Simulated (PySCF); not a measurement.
Job for PySCF: R-HF/STO-3G on aminoborane (SMILES BN), a point of a bond scan (R = 1.312 Å).

```python
from pyscf import gto, scf, dft, mp
from pyscf.data.elements import chemcore

mol = gto.M(
    atom='''
    B    -0.77598333    0.04477233   -0.00303336
    N     0.60927771   -0.03515382    0.00238170
    H    -1.47759899   -1.06363790   -0.03385887
    H    -1.29389237    1.11910141    0.02047198
    H     1.20971392    0.77280035    0.02532482
    H     1.11296685   -0.90681330   -0.01624534
    ''',
    basis='sto-3g',
    charge=0, spin=0, verbose=3, max_memory=1800)
mf = scf.RHF(mol)
mf.conv_tol = 1e-8
mf.max_cycle = 100
mf.kernel()
if not mf.converged:
    mf = mf.newton().run(mf.mo_coeff, mf.mo_occ)
```

Task: Give the final energy of this run.

Result: -80.4521 hartree.
